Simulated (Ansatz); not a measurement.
`CB(C)N[SiH3]` and `CB(C)CCl` differ in one atom or group.

Ansatz, PBE0-D4/def2-TZVP geometries, multiplicity 1. Each molecule was computed in one conformer, which needn't be the lowest.

```tsv
property	`CB(C)N[SiH3]`
HOMO–LUMO gap (PBE/def2-TZVPP) / eV	6.27
LUMO energy (ωB97M-V/def2-TZVPP) / eV	1.77
HOMO energy (B3LYP/def2-TZVPP) / eV	-7.83
HOMO–LUMO gap (B3LYP/def2-TZVPP) / eV	7.94
size of the dipole moment (PBE/def2-TZVPP) / D	0.72
HOMO–LUMO gap (PBE0/def2-TZVPP) / eV	8.42
```

**Question.** Give the same properties after the change, and the shifts. (Estimate.)

**Answer.** The calculation gave: 
| property | `CB(C)CCl` | shift |
| --- | --- | --- |
| HOMO–LUMO gap (PBE/def2-TZVPP) / eV | 5.05 | -1.22 |
| LUMO energy (ωB97M-V/def2-TZVPP) / eV | 1.31 | -0.46 |
| HOMO energy (B3LYP/def2-TZVPP) / eV | -7.88 | -0.05 |
| HOMO–LUMO gap (B3LYP/def2-TZVPP) / eV | 6.98 | -0.96 |
| size of the dipole moment (PBE/def2-TZVPP) / D | 1.62 | 0.90 |
| HOMO–LUMO gap (PBE0/def2-TZVPP) / eV | 7.42 | -1.00 |

With PBE0 the HOMO falls by 0.05 eV and the LUMO falls by 1.05 eV, so the gap narrows by about 1.00 eV. PBE moves the HOMO by 0.01 eV and ωB97M-V by -0.02 eV. Dipoles are sizes alone; their direction can turn.

B3LYP here is the variant with VWN-RPA as its local correlation; programs differ in this.
